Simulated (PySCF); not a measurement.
C5H12Si, SMILES CCC/C=C\[SiH3].

Geometry: PBE-D3(BJ)/def2-SVP. The structure was generated by enumeration; whether it is a known compound was not checked. The values are those of a single conformer.

All values below come from PBE-D3(BJ)/def2-SVP (PySCF).

Frequencies are harmonic and unscaled.

Computed normal modes with their intensities:
```tsv
mode	ν (cm⁻¹)	IR (km/mol)	moving atoms (share of kinetic energy)
1	28	0.2	C 54 %, H 26 %, Si 20 %
2	63	0.0	H 94 %
3	93	0.1	H 45 %, C 45 %, Si 9 %
4	166	0.2	C 42 %, H 31 %, Si 27 %
5	191	0.0	C 51 %, H 48 %
6	267	0.2	H 74 %, C 25 %
7	339	0.0	C 55 %, H 45 %
8	435	2.7	H 49 %, C 49 %
9	463	1.6	H 53 %, C 43 %
10	603	40.7	H 50 %, C 26 %, Si 24 %
11	635	15.3	H 68 %, C 24 %, Si 9 %
12	711	61.4	H 68 %, C 27 %
13	727	22.8	H 46 %, C 43 %, Si 11 %
14	743	10.2	H 75 %, C 23 %
15	859	5.2	H 67 %, C 33 %
16	868	4.2	C 60 %, H 40 %
17	894	232.8	H 91 %, Si 9 %
18	912	36.9	H 97 %
19	917	26.3	H 97 %
20	947	0.6	H 62 %, C 38 %
21	982	0.2	H 81 %, C 19 %
22	1048	1.2	H 55 %, C 45 %
23	1062	4.3	H 63 %, C 36 %
24	1077	1.0	C 52 %, H 48 %
25	1166	2.1	H 73 %, C 27 %
26	1215	0.6	H 76 %, C 24 %
27	1242	0.9	H 78 %, C 22 %
28	1283	0.4	H 81 %, C 19 %
29	1308	7.3	H 69 %, C 31 %
30	1333	1.2	H 68 %, C 32 %
31	1353	9.3	H 72 %, C 28 %
32	1405	4.5	H 89 %, C 11 %
33	1413	1.2	H 93 %
34	1423	7.1	H 96 %
35	1430	4.8	H 95 %
36	1636	36.4	C 94 %
37	2144	91.7	H 97 %
38	2147	76.5	H 97 %
39	2169	120.8	H 96 %
40	2948	16.0	H 94 %
41	2967	15.8	H 96 %
42	2969	27.5	H 95 %
43	3004	15.3	H 91 %, C 9 %
44	3016	14.7	H 90 %, C 10 %
45	3047	22.4	H 92 %
46	3053	24.8	H 91 %, C 9 %
47	3062	22.4	H 91 %, C 9 %
48	3080	12.7	H 91 %, C 9 %
```
